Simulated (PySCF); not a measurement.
WH4, SMILES [WH4] (connectivity only; charge and spin as stated), neutral, multiplicity 3. The structure is a stationary point at PBE-D3(BJ)/def2-TZVPD. The spin state was assumed, not searched. The def2 effective core potentials stand for the cores of W; spin–orbit coupling is left out.

These are PBE-D3(BJ)/def2-TZVPD run with PySCF 2.14.0 values and carry that method's errors.

Harmonic wavenumbers (cm⁻¹): 573, 573, 573, 674, 674, 1938, 1938, 1938, 1975. Rotational constants (GHz): 64.21, 64.21, 64.21; symmetry number 12.

Q: Work out the zero-point energy and the ideal-gas rigid-rotor harmonic-oscillator thermochemistry at 298.15 K and 1 atm.

A: ZPE = ½ Σ hcν = ½ × 10857 cm⁻¹ = 15.52 kcal/mol. H − E(el) = 18.38 kcal/mol. Entropy in cal/(mol K): translation 41.60, rotation 12.81, vibration 2.18, spin 2.18, total 58.77. G − E(el) = 0.86 kcal/mol. Cp = 13.03 cal/(mol K).
